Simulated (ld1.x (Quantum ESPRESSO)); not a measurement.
Plane-wave convergence, RRKJ potential for O

ld1.x (Quantum ESPRESSO) 7.5 input, shortened:

```
&input
   title='O', zed=8., rel=1, dft='WC', iswitch=3,
   config='[He] 2s1.75 2p4.25 3d-2'
 /
 &inputp
   pseudotype=2, tm=.false., lloc=1,
   nlcc=.false.
 /
3
2S  1  0   1.75   0.00  0.75  0.75  0.0
3D  3  2  -2.00   0.10  2.15  2.15  0.0
2P  2  1   4.25   0.00  2.00  2.00  0.0
 &test
   configts(1)='2s1.75 2p4.25'
 /
```

The pseudo-atom Hamiltonian at the reference potential is diagonalised in spherical Bessel functions j_l(qr) that vanish at 20 bohr, with q² up to the cutoff. All-electron valence levels (Ry): 2s -1.7598, 2p -0.6695.

Q: How do the lowest levels (Ry) of each channel move with the cutoff, and are there ghosts?

A:

```csv
cutoff (Ry),s #1,s #2,d #1,p #1,p #2,f #1,f #2,Σ f·Δε (mRy)
8,-1.4988,-0.0032,0.0793,-0.0538,0.0540,0.1207,0.2625,3074.0
21,-1.5299,-0.0037,0.0793,-0.5495,0.0410,0.1207,0.2625,912.7
40,-1.6413,-0.0052,0.0793,-0.6687,0.0401,0.1207,0.2625,211.2
70,-1.7324,-0.0070,0.0793,-0.6694,0.0401,0.1207,0.2625,48.4
110,-1.7560,-0.0074,0.0793,-0.6695,0.0401,0.1207,0.2625,6.9
200,-1.7598,-0.0075,0.0793,-0.6695,0.0401,0.1207,0.2625,0.1
400,-1.7599,-0.0075,0.0793,-0.6695,0.0401,0.1207,0.2625,0.0
```

Result: no extra level below or beside the all-electron valence levels (s, d, p, f tested); 10 mRy is reached at 110 Ry and 1 mRy at 160 Ry.

Its largest configuration-test error is +6229 meV.
